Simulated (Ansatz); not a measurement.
`C[P+](C)(C)[Ag-][OH]`, relaxed with RKS PBE0-D4/def2-TZVP in the Gaussian-basis code of Ansatz from a GFN2-xTB geometry. The force threshold is 0.005 eV/Å; the program also tests the step.

Total charge 0; spin multiplicity 1. Ag: def2 effective core potential.

Start:

```xyz
16

C    -0.482    0.505    1.710
P    -0.003    0.026    0.007
C    -1.647   -0.059   -0.800
C     0.610    1.628   -0.641
Ag    1.417   -1.909   -0.261
O     2.519   -3.496   -0.788
H    -1.003   -0.326    2.182
H    -1.129    1.382    1.695
H     0.415    0.723    2.287
H    -1.513   -0.218   -1.869
H    -2.205    0.863   -0.634
H    -2.202   -0.902   -0.392
H     0.774    1.540   -1.715
H    -0.109    2.422   -0.444
H     1.559    1.868   -0.166
H     2.997   -4.048   -0.172
```

```csv
step,energy (eV),largest force (eV/Å),largest move (Å)
1,-18603.9054,0.409,0.000
2,-18604.0066,0.259,0.194
3,-18604.0271,0.295,0.127
4,-18604.0326,0.131,0.039
5,-18604.0347,0.028,0.054
6,-18604.0350,0.008,0.027
7,-18604.0350,0.004,0.008
```

End:

```xyz
16

C    -0.415    0.410    1.695
P    -0.026    0.030   -0.041
C    -1.669   -0.058   -0.818
C     0.633    1.608   -0.665
Ag    1.317   -1.802   -0.353
O     2.464   -3.384   -0.726
H    -0.918   -0.445    2.149
H    -1.057    1.291    1.774
H     0.511    0.588    2.244
H    -1.555   -0.185   -1.895
H    -2.251    0.846   -0.620
H    -2.206   -0.925   -0.431
H     0.812    1.528   -1.738
H    -0.060    2.431   -0.474
H     1.587    1.819   -0.179
H     2.833   -3.752    0.079
```

Run time 24 s (2 threads of an AMD EPYC 7R13 on a shared host and a share of an NVIDIA H100 80 GB); peak host memory 0.93 GiB.
